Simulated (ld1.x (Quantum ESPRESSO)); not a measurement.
## Pseudopotential generation for H: ultrasoft, PBE, scalar-relativistic.

ld1.x (Quantum ESPRESSO) 7.5 input, shortened:

```
&input
   title='H', zed=1., rel=1, dft='PBE', iswitch=3,
   config='1s1 2p-2'
 /
 &inputp
   pseudotype=3, tm=.true., lloc=-1, rcloc=0.95,
   nlcc=.false.
 /
4
1S  1  0   1.00   0.00  0.70  0.95  0.0
1S  1  0   0.00   1.00  0.70  0.95  0.0
2P  2  1  -2.00  -0.15  0.65  0.90  0.0
2P  2  1  -2.00   1.95  0.65  0.90  0.0
 &test
   configts(1)='1s1'
 /
```

* Cutoffs needed: 21 Ry and 40 Ry (the cutoffs (Ry, on a coarse ladder) from which the occupation-weighted sum of valence levels, in a spherical-Bessel basis at the reference potential, stays within 10 and 1 mRy of its value at 400 Ry)
* Ghost test: no extra level below or beside the all-electron valence levels (s, p, d, f tested) (spherical-Bessel basis up to 400 Ry, 20 bohr box)
* Lowest eigenvalue of the overlap operator: 0.99 (s channel)
